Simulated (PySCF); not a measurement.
C3H3, SMILES [CH][C][CH2+] (connectivity only; charge and spin as stated), charge +1, multiplicity 1. Geometry optimised at B3LYP-D3(BJ)/def2-TZVP.

Calculation: B3LYP-D3(BJ)/def2-TZVP run with PySCF.

Harmonic wavenumbers (cm⁻¹): 274, 324, 633, 910, 1035, 1129, 1151, 1475, 2134, 3102, 3200, 3365. Rotational constants (GHz): 286.0, 9.728, 9.408; symmetry number 2.

**Question.** Work out the zero-point energy and the ideal-gas rigid-rotor harmonic-oscillator thermochemistry at 298.15 K and 1 atm.

**Answer.** ZPE = ½ Σ hcν = ½ × 18732 cm⁻¹ = 112.04 kJ/mol. H − E(el) = 124.90 kJ/mol. Entropy in J/(mol K): translation 154.45, rotation 78.11, vibration 15.02, total 247.59. G − E(el) = 51.08 kJ/mol. Cp = 57.20 J/(mol K).
